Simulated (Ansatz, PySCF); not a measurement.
Dissociation curve of SMILES [F][Be][F]. The Be1–F3 bond (Be1 also carries F; F3 carries nothing else) is varied alone, starting from the PBE0/def2-TZVP optimised geometry.

- UKS-LDA (SVWN5)/6-31G* = PySCF with unrestricted LDA (SVWN5)/6-31G*, spherical d
- RKS-LDA (SVWN5)/6-31G* = restricted LDA (SVWN5)/6-31G*, spherical d (PySCF)
- RKS-B3LYP/6-31G* = restricted B3LYP/6-31G*, spherical d (PySCF)
- UCCSD(T) = CCSD(T) on UHF/cc-pVTZ, frozen core (Ansatz, a quantum-chemistry and plane-wave program)

Energies relative to the lowest point of each curve near equilibrium, in kJ/mol; the last columns give the difference from UCCSD(T):

| R / Å | UKS-LDA (SVWN5)/6-31G* | RKS-LDA (SVWN5)/6-31G* | RKS-B3LYP/6-31G* | UCCSD(T) | UKS-LDA (SVWN5)/6-31G* − UCCSD(T) | RKS-LDA (SVWN5)/6-31G* − UCCSD(T) | RKS-B3LYP/6-31G* − UCCSD(T) |
|---|---|---|---|---|---|---|---|
| 1.04 | 417.9 | 417.9 | 432.0 | 421.3 | -3.4 | -3.4 | 10.7 |
| 1.10 | 244.7 | 244.7 | 255.0 | 247.5 | -2.8 | -2.8 | 7.5 |
| 1.16 | 131.2 | 131.2 | 138.3 | 133.5 | -2.2 | -2.2 | 4.8 |
| 1.25 | 37.5 | 37.5 | 40.6 | 38.8 | -1.3 | -1.3 | 1.8 |
| 1.32 | 6.9 | 6.9 | 7.9 | 7.4 | -0.6 | -0.6 | 0.5 |
| 1.34 | 2.9 | 2.9 | 3.5 | 3.3 | -0.4 | -0.4 | 0.3 |
| 1.38 | 0.0 | 0.0 | 0.0 | 0.0 | 0.0 | 0.0 | 0.0 |
| 1.41 | 1.6 | 1.6 | 1.2 | 1.2 | 0.3 | 0.3 | 0.0 |
| 1.44 | 5.8 | 5.8 | 5.2 | 5.1 | 0.7 | 0.7 | 0.1 |
| 1.50 | 20.8 | 20.8 | 19.8 | 19.0 | 1.8 | 1.8 | 0.7 |
| 1.62 | 68.0 | 68.0 | 66.7 | 63.5 | 4.5 | 4.5 | 3.1 |
| 1.71 | 111.9 | 111.9 | 110.4 | 105.1 | 6.8 | 6.8 | 5.3 |
| 1.86 | 190.4 | 190.4 | 189.1 | 180.1 | 10.2 | 10.2 | 8.9 |
| 2.04 | 282.8 | 282.8 | 282.1 | 270.1 | 12.7 | 12.7 | 12.0 |
| 2.27 | 388.6 | 388.6 | 389.0 | 375.4 | 13.2 | 13.2 | 13.6 |
| 2.51 | 480.9 | 480.9 | 482.8 | 478.8 | 2.1 | 2.1 | 4.0 |
| 2.75 | 555.4 | 555.4 | 559.3 | 558.4 | -3.0 | -3.0 | 0.9 |
| 3.00 | 614.2 | 616.6 | 623.3 | 622.2 | -8.0 | -5.6 | 1.0 |
| 3.42 | 672.2 | 690.6 | 702.6 | 676.9 | -4.6 | 13.7 | 25.8 |
| 3.77 | 699.5 | 731.9 | 748.9 | 689.1 | 10.4 | 42.9 | 59.9 |
| 4.11 | 715.8 | 759.4 | 781.0 | 692.7 | 23.1 | 66.7 | 88.3 |
| 4.81 | 732.5 | — | 819.6 | 694.5 | 37.9 | — | 125.1 |

UKS-LDA (SVWN5)/6-31G* is furthest from UCCSD(T) at 4.81 (37.9 kJ/mol, above); its mean absolute difference over the points is 6.8 kJ/mol.

RKS-LDA (SVWN5)/6-31G* is furthest from UCCSD(T) at 4.11 (66.7 kJ/mol, above); its mean absolute difference over the points is 9.3 kJ/mol.

RKS-B3LYP/6-31G* is furthest from UCCSD(T) at 4.81 (125.1 kJ/mol, above); its mean absolute difference over the points is 17.0 kJ/mol.

Dashes: no converged value, or the column stops at the first point that the program doubted or that broke a chosen test of continuity, which isn't proof of a fault.

The unrestricted determinant behind UKS-LDA (SVWN5)/6-31G* is spin-contaminated at 3.00 to 4.81 Å (<S²> up to 0.7, against 0.00 for a pure singlet). The restricted form behind RKS-LDA (SVWN5)/6-31G*, RKS-B3LYP/6-31G* keeps the bonding electrons paired and can't separate into open-shell fragments. The unrestricted determinant behind UCCSD(T) is spin-contaminated at 2.51 to 4.81 Å (<S²> up to 1.0, against 0.00 for a pure singlet).
